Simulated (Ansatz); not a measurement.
Harmonic frequencies (cm⁻¹) at PBE0-D4/def2-TZVP from Ansatz: 178, 606, 732, 796, 1040, 2708.

Which molecule is it?
A. `OB(S)Cl`
B. `FB(Br)Br`
C. `CBI`
D. `BrBBr`

D.
